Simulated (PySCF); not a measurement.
Geometries of 2 isomers of C3H10GeN2, from PBE0-D3(BJ)/def2-SVP geometry optimisation, gas phase in PySCF 2.14.0. One conformer each, no zero-point energy, no frequencies.

Task: Which isomer lies lower at this level?
A.
```xyz
16
angstrom
C     -1.075   -0.532    1.309
N     -1.048    0.034   -0.014
C     -1.427    1.420   -0.068
Ge     0.142   -0.644   -1.238
C      2.009   -0.176   -0.803
N      2.709   -1.034   -0.177
H     -0.361   -0.054    2.014
H     -2.084   -0.432    1.752
H     -0.835   -1.607    1.279
H     -2.445    1.559    0.345
H     -0.754    2.092    0.508
H     -1.447    1.780   -1.108
H      0.022   -2.175   -1.198
H     -0.249   -0.028   -2.597
H      2.391    0.833   -1.070
H      3.646   -0.665    0.031
```
B.
```xyz
16
angstrom
C      3.072   -0.368    0.067
N      1.919   -0.772    0.382
Ge     0.589    0.421    0.894
N     -0.784    0.110   -0.272
C     -1.198   -1.253   -0.499
C     -1.835    1.083   -0.403
H      3.404    0.694    0.071
H      3.849   -1.093   -0.245
H      0.267    0.085    2.370
H      1.014    1.899    0.731
H     -1.616   -1.362   -1.517
H     -0.334   -1.929   -0.421
H     -1.976   -1.602    0.213
H     -2.287    1.030   -1.412
H     -1.440    2.104   -0.277
H     -2.662    0.951    0.328
```

Result: B. That is `[N](=C)[GeH2][N](C)C`, 5.7 kcal/mol below the other.

| SMILES | atoms numbered as above | E (Eh) | relative (kcal/mol) | relative (kJ/mol) | dipole (D) |
| --- | --- | --- | --- | --- | --- |
| C=[N][GeH2][N](C)C | [CH2:1]=[N:2][GeH2:3][N:4]([CH3:5])[CH3:6] | -2305.85482 | 0.0 | 0.0 | 1.09 |
| [H]/N=[CH]/[GeH2][N](C)C | [H]/[N:6]=[CH:5]/[GeH2:4][N:2]([CH3:1])[CH3:3] | -2305.84579 | 5.7 | 23.7 | 1.91 |

As drawn, the higher has an N–H bond, which the lower lacks.
